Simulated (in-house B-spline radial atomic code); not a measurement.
**LDA exchange-only excitations of Be III (Be2+)**

Method: LDA exchange-only. Computed with an all-electron radial atomic-structure program (B-spline basis): linear response of the closed shell 1s2 with the functional's adiabatic kernel; scalar-relativistic (spin-free one-electron X2C), finite nucleus, no spin-orbit coupling, no double excitations, S, P, D and F terms only.

Command:
```bash
python run_td.py task.json out
```
Settings (radii: box in bohr, nucleus in fm):
```
Z                        4
electrons                2
configuration            1s2
hamiltonian              x2c
method                   lda,
box_radius               29.48
rms_radius               2.519
intervals                75
```

Time taken, with all properties: 0.1 s on 1 thread of Intel(R) Xeon(R) 6975P-C (Granite Rapids), with other jobs on the host.

The lowest states, in the order of their Tamm-Dancoff energies; the method's threshold (minus the highest occupied level) is 128.66 eV. Labels give the largest channel, * marks a mixed state, and oscillator strengths are full-response dipole values. Semilocal kernels can invert the small singlet-triplet splittings of Rydberg terms. Energies in eV:

```
     state  full response  Tamm-Dancoff  oscillator strength
1s → 2s 3S         107.65        107.68                    -
1s → 2s 1S         110.17        110.23                    -
1s → 2p 3P              ?             ?                    -
1s → 2p 1P         112.59        112.61                0.373
1s → 3s 3S         120.82        120.83                    -
1s → 3s 1S              ?             ?                    -
1s → 3p 3P         121.72        121.72                    -
1s → 3p 1P         122.04        122.04               0.0787
1s → 3d 3D         122.49        122.49                    -
1s → 3d 1D         122.49        122.49                    -
1s → 4s 3S         124.55        124.55                    -
1s → 4s 1S         124.75        124.76                    -
```

Problem. Where does 1s → 2p 3P lie?

Solution. At 111.20 eV in full response, 111.22 eV in Tamm-Dancoff.

Problem. Where does 1s → 3s 1S lie?

Solution. At 121.36 eV in full response, 121.38 eV in Tamm-Dancoff.

Problem. How large is the singlet-triplet splitting of 1s → 2s (S terms) in Tamm-Dancoff?

Solution. 2.55 eV, from the unrounded values.

Problem. What polarisabilities and dispersion coefficient does the method give?

Solution. Dipole 0.05726 bohr³, quadrupole 0.01847 bohr⁵, C6 0.01272 hartree·bohr⁶ for two such species.
